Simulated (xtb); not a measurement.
Cl₃Ga (SMILES [Cl][Ga]([Cl])[Cl]), singlet, at a GFN2-xTB geometry (such geometries of metal compounds can be far from the true shape).

xtb was given this input:
```
$ xtb mol.xyz --gfn 2 --vipea --json

# file mol.xyz
4

Ga     0.00000000     0.00000000    -0.00000000
Cl    -1.75999983    -1.10581726    -0.20820478
Cl     0.10032532     1.95214694    -0.73677512
Cl     1.65967451    -0.84632969     0.94497990
```

Q: What does this run give for the vertical ionisation energy (with the method's empirical shift), vertical electron affinity (with the method's empirical shift)?

A: 
The vertical ionisation energy (with the method's empirical shift) comes out as 10.41 eV and the vertical electron affinity (with the method's empirical shift) comes out as 0.83 eV.
